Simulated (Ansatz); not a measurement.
The molecule MgB-, multiplicity 3 (lowest of 2S+1 = 1, 3 at CCSD(T)/def2-TZVPP on PBE0 minima; our sources give no spin for the ground state, which may be another). The T1 diagnostic near the minimum is 0.061, so single-reference values are doubtful.

The constants come from a fifth-degree fit in 1/R (seven points, main isotopes). In def2 and cc sets the state is the lowest found near the PBE0 minimum, followed along R.

Run with Ansatz (Gaussian basis) for Hartree–Fock, density functionals and correlated methods. Values without a source in brackets are computed.

Energies at wB97M-V/def2-TZVPP:

```tsv
R (Å)	E (hartree)
2.090344	-224.74824566
2.146536	-224.75052760
2.198232	-224.75186766
2.256672	-224.75268795
2.315112	-224.75293130
2.382542	-224.75267019
2.461211	-224.75183627
```

Task: With a reduced mass of 7.5458 u, find the minimum, the force constant and the constants.

Result: A fifth-degree polynomial in 1/R puts the minimum at r_e = 2.3154 Å with force constant 56.0 N/m. Then ω_e = (1/2πc)√(k/μ) = 355 cm⁻¹ and B_e = h/(8π²cμr_e²) = 0.4167 cm⁻¹; the cubic and quartic terms give α_e = 0.0077 and ω_e x_e = 5.2 cm⁻¹.

Doubts at one or more of the structures used: a spin-contaminated determinant (wB97M-V/def2-TZVPP).

Ansatz is a program for electronic structure.
